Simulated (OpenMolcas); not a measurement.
## Sb²⁺: the spin-orbit constant, worked from levels

* Program: OpenMolcas
* Basis: ANO-RCC-VTZP [7s6p4d2f1g]
* Scalar Hamiltonian: DKH2, point nucleus
* Active space: 3 electrons in 8 orbitals (5s 5p 6s 6p)
* State averaging: 2S+1 = 4 odd, 1 root; 2S+1 = 2 odd, 11 roots; 2S+1 = 4 even, 3 roots; 2S+1 = 2 even, 9 roots
* Spin-orbit coupling: RASSI with atomic mean-field integrals over the reference wave functions, term energies averaged over their components

Methods: CASSCF; MS-CASPT2, IPEA 0.25 Eh, imaginary shift 0.1 Eh (closed shells correlated: 4d). Measured levels: Moore, Atomic Energy Levels, vol. III, NSRDS-NBS 35 (1971 reprint of NBS Circular 467, 1958).

**The spin-orbit constant.** For the Hund term ²P° of p1, E(J) = (A/2) J(J+1) + constant and ζ = 2S·A = A. From J = 1/2 to J = 3/2 the energy changes by 1.5 A.

```csv
Source,E(3/2) - E(1/2),A,ζ
CASSCF,5854.9,3903.3,3903
MS-CASPT2,5948.2,3965.5,3965
measured,6576.0,4384.0,4384
```

All in cm-1. MS-CASPT2 is off by -9.5 % and CASSCF by -11.0 %. Both methods take the spin-orbit matrix elements from the reference wave functions, so the second can move ζ only through the term energies and any multistate remixing.

Over all roots computed the reference weight is 0.84 to 0.94 in MS-CASPT2; the roots of lowest weight are the least certain, and an intruder state may touch them. The run also gave levels led by 5s² 6p, which use shells meant for correlation; these and all levels above them are left out. Measured partners are found by configuration, term and J. A level has none where our copy of the source lacks it or the pairing is in doubt (some pairs that miss far off the trend of their configuration count as doubtful), and it then counts in no deviation. Only configurations of the active space appear.

° marks odd parity.
